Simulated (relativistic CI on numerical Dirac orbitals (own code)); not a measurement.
## Spin-allowed bands of a d2 ion in an octahedral site, by hand

Problem. Take Δ = 23500 cm⁻¹ and B = 510 cm⁻¹ for a d2 ion in an octahedral site. Calculate the three spin-allowed bands.

Working.
1. The terms of highest spin are 3F (energy 0) and 3P (15B = 7650 cm⁻¹). Here the F term splits into A2 at +1.2Δ = 28200, T2 at +0.2Δ = 4700 and T1 at −0.6Δ = -14100 cm⁻¹.
2. The two T1 states mix through the element 0.4Δ: H = [[-14100, 9400], [9400, 7650]], with roots ½(H₁₁ + H₂₂) ∓ ½√[(H₂₂ − H₁₁)² + 4H₁₂²] = ½(-6450) ∓ ½(28749) = -17599 and 11149 cm⁻¹.
3. The ground term is 3T1 at -17599 cm⁻¹.
4. Bands: 3T2 22299 cm⁻¹ (448 nm), 3T1(P) 28749 cm⁻¹ (348 nm), 3A2 45799 cm⁻¹ (218 nm).

Check. Exact diagonalisation of the whole d2 shell with these parameters gives 3T2 22299, 3T1 28749, 3A2 45799 cm⁻¹. The match is exact, since without spin-orbit coupling no other term has this spin. The ratio of the second band to the first, 1.289, depends on Δ/B = 46.1 alone, which is how a Tanabe-Sugano diagram is read.
